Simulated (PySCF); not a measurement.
Problem. Write Cartesian coordinates for [WS(SH)4]-, `[S]=[W-]([SH])([SH])([SH])[SH]` [radical] as optimised with PBE0-D3(BJ)/def2-SVP. (Charge -1 and doublet state.)

Solution. 
```xyz
10
H4S5W angstrom
W      0.347    0.001    0.321
S      1.062   -1.397    1.771
S      2.221    0.953   -0.868
H      2.558   -0.119   -1.624
S      0.322    2.218    1.275
H     -0.934    2.254    1.781
S     -2.045    0.180    0.582
H     -2.475   -0.927   -0.069
S      0.020   -1.214   -1.739
H     -1.076   -1.948   -1.430
```

Orientation and origin are arbitrary. Atoms count from 1 in this order. W1 (tungsten bonded to 5 S) is square pyramidal (τ5 = (β − α)/60° = 0.01 from the two widest angles, 143.0° and 142.5° (0 for a square pyramid, 1 for a trigonal bipyramid)). Of the pairs four or more bonds apart, H8···H10 is among the closest relative to their van der Waals radii: 2.20 Å, 92 % of the sum of Bondi's values. The 5 S–W bonds span 2.138 Å (W1–S2) to 2.414 Å (W1–S3), a spread of 0.276 Å.

Bonds between heavy atoms (Å): W1–S2 2.138, W1–S3 2.414, W1–S5 2.413, W1–S7 2.413, W1–S9 2.414.

Theory: PySCF, PBE0-D3(BJ)/def2-SVP geometry optimisation, gas phase, def2 core potentials past Kr.

Point group: near Cs, missed by 0.20 Å at most; the miss may be what the optimiser left on a soft mode. Stationary, but not proved a minimum. ⟨S²⟩ = 0.761 (exact for a doublet: 0.75). The geometry's basis has no diffuse functions, a weakness for an anion.

For an open-shell metal species like this, the optimisation's SCF solution wasn't tested for stability and no frequencies at its level were run, so a lower state or another shape may exist.
